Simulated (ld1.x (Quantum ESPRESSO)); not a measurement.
**Before and after: RRKJ potential for Rh**

Rh (Z = 45), norm-conserving RRKJ (Kleinman–Bylander form), made with ld1.x (Quantum ESPRESSO) 7.5 (LDA (PZ), scalar-relativistic). Core [Ar] 3d10, reference 4s2 4p6 4d7 5s0 5p0 (charge +2). Waves: 4s (bound): rc 1.05 bohr; 4p (bound): rc 0.95 bohr; 4d (bound): rc 1.30 bohr. Local part: all-electron potential smoothed inside 1.15 bohr (lloc = -2). Core correction: none. rho0 = 0.005.

Change: wave 4d (bound): rc 1.30 bohr becomes 4d (bound): rc 1.74 bohr.

Cutoffs: the cutoffs (Ry, on a coarse ladder) from which the occupation-weighted sum of valence levels, in a spherical-Bessel basis at the reference potential, stays within 10 and 1 mRy of its value at 400 Ry; they do not see the model core or the augmentation charge, which bear on the density cutoff. Errors are all-electron minus pseudo energies relative to the spin-unpolarised reference configuration.

**Question.** How do hardness, ghosts and transferability respond?

**Answer.** The potential gets neither clearly harder nor softer (160 Ry and 260 Ry → 160 Ry and 260 Ry); of the 9 tests that both files solve, the error grows in 3 and shrinks in 2 by more than 15 % and 0.3 meV (median size 11.6 → 12.4 meV); neither file shows a bound ghost.

```tsv
quantity	base	changed
cutoff, loose	160 Ry	160 Ry
cutoff, tight	260 Ry	260 Ry
loose cutoff by channel (10 mRy a level)	s 140 Ry, p 100 Ry, d 45 Ry	s 140 Ry, p 100 Ry, d 40 Ry
bound ghosts	none	none
error for 4s2 4p6 4d8 5s1 5p0, meV [ΔE -27.56 eV]	+6.1	+4.6
error for 4s2 4p6 4d8 5s0 5p0, meV [ΔE -19.77 eV]	+2.2	+1.6
error for 4s2 4p6 4d6 5s0 5p0, meV [ΔE 32.74 eV]	+0.9	+2.5
error for 4s2 4p5 4d8 5s1 5p0, meV [ΔE 29.19 eV]	-24	-42
error for 4s2 4p6 4d8 5s0 5p1, meV [ΔE -23.82 eV]	+8.6	+7.6
error for 4s2 4p6 4d5 5s0 5p0, meV [ΔE 79.89 eV]	+14	+29
error for 4s2 4p6 4d7 5s2 5p0, meV [ΔE -25.18 eV]	+12	+12
error for 4s2 4p6 4d7 5s0 5p0 (spin-polarised), meV [ΔE -1.41 eV]	+101	+106
error for 4s2 4p6 4d8 5s1 5p0 (spin-polarised), meV [ΔE -28.44 eV]	+46	+46
```
